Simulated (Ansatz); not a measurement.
`[CH3][In]([SH])[Cl]` + silanol → `[SiH3][O][In]([SH])[Cl]` + CH₄  (ligand exchange at the In–C bond)

Isolated molecules relaxed with PBE0-D4/def2-TZVP in Ansatz; ΔE leaves out vibrations. CCSD(T)/CBS adds triple-zeta CCSD(T) − MP2 to the extrapolated MP2 energy (def2 sets, frozen cores). This one scheme is used for every species. Functionals use def2-TZVPP. B3LYP here is the variant with VWN-RPA as its local correlation; programs differ in this. Elements past krypton have def2 core potentials. For In outer-core shells are correlated without core-valence functions, which leaves a few kJ/mol of doubt a bond. One conformer a species, not always the lowest.

`[CH3][In]([SH])[Cl]`:

```xyz
8

C    -0.554    1.474   -0.227
In    0.293   -0.448    0.125
S    -0.591   -2.612   -0.288
Cl    2.435   -0.598    1.066
H     0.131    2.236    0.139
H    -0.719    1.606   -1.297
H    -1.510    1.552    0.291
H     0.514   -3.210    0.191
```

`O[SiH3]`:

Z-matrix (Å, degrees):
```
Si
O 1 1.648
H 1 1.489 2 111.7
H 1 1.489 2 111.7 3 120.9
H 1 1.481 2 105.9 3 -119.6
H 2 0.957 1 117.9 3 -60.5
```

`[SiH3][O][In]([SH])[Cl]`:

Z-matrix (Å, degrees):
```
Si
O 1 1.635
H 1 1.490 2 111.6
H 1 1.488 2 109.9 3 120.4
H 1 1.488 2 109.5 3 -120.3
In 2 1.962 1 137.5 3 -5.8
Cl 6 2.306 2 116.6 1 0.6
S 6 2.349 2 118.7 1 -179.4
H 8 1.346 6 91.6 2 0.1
```

CH₄:

```xyz
5

C     0.000    0.000    0.000
H    -0.313    0.579    0.869
H    -0.339    0.497   -0.909
H    -0.434   -0.998    0.052
H     1.087   -0.077   -0.012
```

(1) Is it downhill or uphill in electronic energy at CCSD(T)/CBS, and by how much? (An estimate is asked.)

(2) What do these levels give: PBE-D4, r2SCAN-D4, ωB97X-V, B2PLYP, PBE, r2SCAN, PBE0, B3LYP, MP2/def2-TZVPP, SCS-MP2/def2-TZVPP, MP2/def2-QZVPP, HF/CBS(def2)? (An estimate is asked.)

Largest T1 diagnostic among the species: 0.014.

## Answers

(1) Computed: Downhill: ΔE = -13.0 kcal/mol.

(2) Ansatz gave: PBE-D4 -10.6, r2SCAN-D4 -12.4, ωB97X-V -12.6, B2PLYP -12.7, PBE -10.0, r2SCAN -12.2, PBE0 -10.1, B3LYP -11.8, MP2/def2-TZVPP -11.8, SCS-MP2/def2-TZVPP -12.9, MP2/def2-QZVPP -12.3, HF/CBS(def2) -15.3 kcal/mol.

In def2-TZVPP, CCSD(T) changes the Hartree–Fock value by +2.6 kcal/mol (the triples alone add −0.1 kcal/mol) and MP2 by +3.1 kcal/mol. The D4 term adds −0.9 kcal/mol with B3LYP and −0.5 kcal/mol with PBE0; it sums over pairs of atoms, weighted by their polarisabilities, and B3LYP, whose exchange is more repulsive, gets the larger term.
